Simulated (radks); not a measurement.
Results of a calculation; reference values are marked as such.
Removal energies from the zinc ion Zn8+, [Ar] 3d4, by Delta-SCF beside the eigenvalue of the level emptied. Code: a radial shooting solver on a logarithmic mesh with Libxc functionals. Model: scalar-relativistic Kohn-Sham, LDA (Slater exchange, Perdew-Wang correlation), spin-polarised, spherical densities, finite nucleus; Fermi nuclear charge, rms radius of each element as measured or else 0.836 A^(1/3) + 0.57 fm. Open shells are filled with parallel spins first.

| removed from | final configuration | Delta-SCF (eV) | -eigenvalue (eV) |
|---|---|---|---|
| 3d | [Ar] 3d3 | 205.40 | 189.27 |
| 3p | [Ne] 3s2 3p5 3d4 | 273.60 | 258.33 |
| 3s | [Ne] 3s1 3p6 3d4 | 320.55 | 305.14 |
| 2p | [He] 2s2 2p5 3s2 3p6 3d4 | 1244.1 | 1202.1 |
